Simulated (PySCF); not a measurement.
Ionising SbS

PBE0; PySCF, scalar-relativistic core potentials, basis sets Sb def2-SVPD with ECP28, S def2-SVPD. Neutral (UKS): doublet (π ↑), Re = 2.233 Å, ωe = 498 cm⁻¹, De = 3.36 eV, HOMO -5.58 eV, LUMO -3.84 eV.

SbS⁻ (UKS): triplet (π ↑↑), Re = 2.341 Å, ωe = 413 cm⁻¹, De = 3.16 eV to Sb + S⁻. The energies at the minima are -638.18519 hartree for SbS and -638.25622 for SbS⁻.

(1) Work out the adiabatic electron affinity, without and with harmonic zero-point energies (1 hartree = 27.2114 eV, 1 eV = 8065.5 cm⁻¹), and the change of the bond length.

These are scalar-relativistic numbers at best; spin–orbit coupling would shift them, the dissociation energy most. For an ion De counts to the pair picked by the measured ionisation energies or electron affinities, which need not be the lowest pair at this level. States were picked by a PBE0 search and need not be the measured ground states.

Results:

(1) At PBE0: 0.07103 hartree = 1.933 eV between the minima; the zero-point term (498.0 − 413.0)/2 cm⁻¹ = +0.005 eV makes it 1.938 eV. Re changes by +10.8 pm against the neutral. The electron enters a π orbital, and the longer bond of the ion fits an antibonding orbital, or a change in how ionic the bond is.
